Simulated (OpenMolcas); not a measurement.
Mo5+ among 6 point charges of -1.7 e arranged as a trigonal prism (D3h), with a polar angle of 42.7° against the regular 49.1°.

| Item | Value |
| --- | --- |
| Program | OpenMolcas 26.06 |
| Method | CASSCF |
| Basis | ANO-RCC-VTZP [7s6p4d2f1g] |
| Scalar Hamiltonian | DKH2, point nucleus |
| Active space | 1 electron in 5 orbitals (4d) |
| State averaging | 2S+1 = 2 even, 5 roots |
| Spin-orbit coupling | state interaction with AMFI integrals over the reference wave functions |

All point charges move together. At R = 1.92 Å the first state of the same spin is 13869 cm-1, and at R = 2.14 Å it is 10880 cm-1.

Problem. A third run gives 16454 cm-1. What distance was it run at?

Solution. With a power law R^-n the two known points give n = -ln(10880 / 13869) / ln(2.14 / 1.92) = 2.24. Then R = 1.92 × (13869 / 16454)^(1/2.24) = 1.779 Å. The run was at 1.74 Å, so the estimate is off by +0.039 Å.

An orbital doublet at a regular site is open to a Jahn-Teller distortion, which this geometry leaves out. This is an electrostatic model: the charges have no orbitals. No measured value stands beside these numbers.
